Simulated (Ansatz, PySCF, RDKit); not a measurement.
Constitutional and geometric isomers with formula H5NSi2. Gas-phase values, no solvent. Strings in code marks are SMILES.

Quantity: electronic energy of isomers of H5NSi2 relative to `[SiH2]=N[SiH3]`, in eV. The restricted reference of `N[SiH]=[SiH2]` and `[H]/N=[SiH]/[SiH3]` is unstable towards unrestricted orbitals. Force-field values (RDKit) are differences of steric energies, which aren't made for comparing isomers with other bonds.

Level 1: frozen-core CCSD(T)/cc-pVDZ // PBE0-D3(BJ)/def2-TZVP (Ansatz, a program for electronic structure)
Level 2: PBE/cc-pVTZ // PBE0-D3(BJ)/def2-TZVP (Ansatz)
Level 3: HF/6-31G* // PBE0-D3(BJ)/def2-TZVP (PySCF)
Level 4: MMFF94, relaxed from the DFT geometry (RDKit)

| species | level 1 | level 2 | level 3 | level 4 |
|---|---|---|---|---|
| `N[SiH]=[SiH2]` | 0.263 | 0.024 | 0.85 | 1.24 |
| `[H]/N=[SiH]/[SiH3]` | 0.47 | 0.430 | 1.00 | 2.35 |
